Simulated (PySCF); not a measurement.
Compound: C7H11 (doublet state).
Structure used (GFN2-xTB), in Å, numbered top down from 1:
```xyz
18
C7H11 angstrom
C      3.293   -0.387   -0.790
C      2.498   -0.264    0.460
C      1.162   -0.022    0.465
C     -0.037    0.207    0.464
C     -1.466    0.445    0.457
C     -1.883    1.135   -0.845
C     -2.224   -0.878    0.639
H      2.661   -0.268   -1.667
H      3.785   -1.363   -0.839
H      4.083    0.368   -0.820
H      3.014   -0.373    1.402
H     -1.710    1.103    1.303
H     -1.344    2.071   -0.970
H     -1.664    0.495   -1.697
H     -2.951    1.346   -0.834
H     -3.295   -0.693    0.675
H     -2.012   -1.549   -0.191
H     -1.921   -1.366    1.563
```

The hyperfine couplings belong to this conformer and change with its torsions.

Identity: `C[CH]C#CC(C)C` [radical].

Method: UKS B3LYP, pcH-1 on C H, non-relativistic, mean-field spin-orbit, GIAO (PySCF 2.14.0). Geometry: GFN2-xTB; no solvent, vibrations or thermal averaging. The geometry wasn't refined by DFT: couplings that depend on bond lengths, twists or pyramidal angles can differ widely from those at the functional's own minimum. No stability test was run, so a lower SCF solution isn't excluded.

Principal values of hyperfine tensors in MHz (contact and dipolar terms together), for some of the nuclei:

```json
{"atom": "H10", "isotope": "1H", "A1": "79.91", "A2": "81.09", "A3": "90.50"}
{"atom": "H9", "isotope": "1H", "A1": "77.98", "A2": "79.11", "A3": "88.54"}
{"atom": "C2", "isotope": "13C", "A1": "4.13", "A2": "5.14", "A3": "186.90"}
{"atom": "C3", "isotope": "13C", "A1": "-84.14", "A2": "-65.87", "A3": "-42.72"}
{"atom": "H11", "isotope": "1H", "A1": "-79.26", "A2": "-52.14", "A3": "-22.33"}
{"atom": "C4", "isotope": "13C", "A1": "0.40", "A2": "10.85", "A3": "121.48"}
{"atom": "H12", "isotope": "1H", "A1": "25.24", "A2": "25.29", "A3": "33.18"}
{"atom": "C1", "isotope": "13C", "A1": "-29.59", "A2": "-27.23", "A3": "-26.54"}
```

Give the isotropic coupling of each nucleus in MHz and in mT (g = 2.0027), and the anisotropic part.

a_iso = (A1 + A2 + A3)/3, Ti = Ai − a_iso; 1 mT corresponds to 28.030 MHz.

```csv
atom,a_iso (MHz),a_iso (mT),T1,T2,T3
H10,83.83,2.991,-3.92,-2.75,6.67
H9,81.88,2.921,-3.90,-2.77,6.67
C2,65.39,2.333,-61.26,-60.25,121.51
C3,-64.24,-2.292,-19.90,-1.63,21.52
H11,-51.24,-1.828,-28.02,-0.89,28.91
C4,44.24,1.578,-43.84,-33.40,77.23
H12,27.90,0.995,-2.67,-2.62,5.28
C1,-27.79,-0.991,-1.81,0.56,1.25
```

What spin density at the nucleus of C1 lies behind its contact coupling (g_N = 1.40482)?

a_FC = (2μ0/3) gₑ μB g_N μN ρ(0)/(2S·h) = 800.24 MHz × g_N × ρ(0)/(2S), with ρ in bohr⁻³. With a_FC = -27.79 MHz and 2S = 1, ρ(0) = -0.02472 bohr⁻³.

C7 (13C, g_N = 1.40482) isn't in the table. Its spin density at the nucleus is 0.03691 bohr⁻³. What is its contact coupling?

By the same relation, a_FC = 41.5 MHz. Its full tensor has the principal values 38.73, 38.81, 46.93 MHz.

Name the largest traceless tensor T of the table and describe it.

C2: -61.3, -60.2, 121.5 MHz, axial, in the ratio −1:−1:+2, the form that spin in one p orbital centred on that nucleus gives.

In a single crystal, with the field along each principal axis of the tensor of H10 in turn, what first-order splitting does this nucleus give (isotropic g, quadrupole terms neglected)?

2 lines (I = 1/2), spaced by |A_i|/(g × 13.996): 2.85, 2.89, 3.23 mT along the axes of A1, A2 and A3.

The run took 69 s (with the writing of density and orbital grids) on one thread of an Arm Neoverse V2, on a shared host, and the process peaked at 1.1 GiB of memory.
